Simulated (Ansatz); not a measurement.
Li₅H₄. The state is a doublet with charge 0. Geometry PBE-D4/def2-TZVP; atoms count from 1.

```tsv
atom	x (Å)	y (Å)	z (Å)
Li1	1.461	-0.697	-1.282
Li2	0.324	1.730	-1.068
Li3	-0.624	1.082	1.675
Li4	0.542	-1.381	1.466
Li5	-1.214	-0.565	-0.077
H6	-1.034	1.265	-0.068
H7	0.305	-1.576	-0.308
H8	-1.038	-0.637	1.756
H9	1.278	0.778	-2.094
```

The structure comes from a short search, and lower isomers may exist.

**Question.** Estimate the Mulliken populations from the PBE0/def2-TZVP orbitals of Ansatz.

**Answer.** 
| atom | charge (e) | spin (α − β) |
| --- | --- | --- |
| Li1 | 0.52 | 0.11 |
| Li2 | 0.52 | 0.11 |
| Li3 | 0.32 | 0.41 |
| Li4 | 0.32 | 0.41 |
| Li5 | 0.43 | 0.00 |
| H6 | -0.56 | -0.01 |
| H7 | -0.56 | -0.01 |
| H8 | -0.49 | -0.02 |
| H9 | -0.50 | -0.01 |
Mulliken values and Mayer orders depend strongly on the basis.

**Question.** Where does the spin sit?

**Answer.** Summed by element: Li 1.05, H -0.05, of 1 unpaired in all. Largest on single atoms: Li4 0.41, Li3 0.41, Li2 0.11.

**Question.** And the Mayer bond orders between bonded heavy atoms (over 0.3)?

**Answer.** Li3–Li4 0.33 (2.73 Å).
